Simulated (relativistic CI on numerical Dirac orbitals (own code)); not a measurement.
## Cr³⁺ in a cubic cluster: 1s photoemission with charge transfer

Computed with a charge-transfer multiplet model of a cubic metal-ligand cluster with up to 2 ligand holes, Slater and spin-orbit integrals from Dirac-Coulomb-Breit ions, Slater integrals scaled by 0.8. The ground state mixes d3 with configurations of k ligand holes L, whose averages lie at kΔ + k(k − 1)U_dd/2; a core hole lowers each added d electron by U_cd. 300 K, Lorentzian 1.1 eV and Gaussian 0.6 eV FWHM.

Atomic integrals in eV (Slater integrals scaled, ζ unscaled), ground: F2dd 8.574, F4dd 5.368, zeta_d 0.033; with the core hole: F2dd 9.940, F4dd 6.254, zeta_d 0.051, G2cd 0.050.

Cluster parameters (eV): Δ = 3.6, U_dd = 5.2, U_cd = 6.2, 10Dq(ligand) = 1.2, V(eg) = 1.65, V(t2g) = -0.7, final-state hopping factor = 1.

| Case | n_d | d3 | d4L | d5L2 | S |
| --- | --- | --- | --- | --- | --- |
| 10Dq = 1.7 eV | 3.40 | 0.63 | 0.34 | 0.03 | 1.50 |
| 10Dq = 2 eV | 3.39 | 0.64 | 0.33 | 0.03 | 1.50 |
| 10Dq = 2.6 eV | 3.36 | 0.66 | 0.31 | 0.02 | 1.50 |

Weights, n_d and S are thermal averages at 300 K. Binding energies count from the first peak over 30 % of the highest in each spectrum, which can be another peak from case to case. The parameters are a model scan and need not match a compound or its usual spin state. Peaks in eV (height, largest 100):
- 10Dq = 1.7 eV: 0.0 (100), 3.4 (20), 5.6 (10), 7.8 (29)
- 10Dq = 2 eV: 0.0 (100), 3.3 (17), 5.9 (10), 7.8 (29)
- 10Dq = 2.6 eV: 0.0 (100), 4.0 (15), 7.7 (28)

For the case 10Dq = 1.7 eV, Δ = 3.6 eV is smaller than U_dd = 5.2 eV, the charge-transfer side of the Zaanen-Sawatzky-Allen scheme. With the core hole the average of the configuration with one ligand hole lies at Δ − U_cd = -2.6 eV before mixing: the effective hopping of about 3.4 eV (from the holes of the mixed ground state) is comparable with this gap or larger, so the configurations mix strongly.
